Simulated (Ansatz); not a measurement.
Coupled-cluster diagnostics for Cu₃H₂⁺, Ansatz.

Geometry of the singlet (B3LYP-D4/def2-TZVP):

```xyz
5

Cu    0.076    0.269    0.010
Cu    0.846   -0.748   -2.188
Cu   -1.157   -0.345    2.146
H     0.098    0.481   -1.585
H     0.138    0.344    1.617
```

Correlated methods freeze 27 core orbitals. The structure comes from a short search, and lower isomers may exist.

Q: Estimate the CCSD(T) correlation energy, the shares of MP2 and (T), T1 and the reference's ⟨S²⟩ for: charge 1, singlet, own geometry in def2-TZVP; and the rough time on 4 threads of Arm Neoverse V2 on a shared host.

A: 
```json
{"state": "charge 1, singlet, own geometry", "basis": "def2-TZVP", "correlation (eV)": "-32.069", "MP2 share (%)": "110.6", "(T) share (%)": "3.6", "T1": "0.029", "⟨S²⟩ (pure)": "0.00 (0.00)", "wall time": "19 s"}
```
Customary marks for T1 are 0.02 (closed shells), 0.045 (open shells) and about 0.05 (3d metals). T1 exceeds 0.02 in 1 of 1 rows and 0.045 in 0; the higher it lies, the less the single-reference result can be trusted.
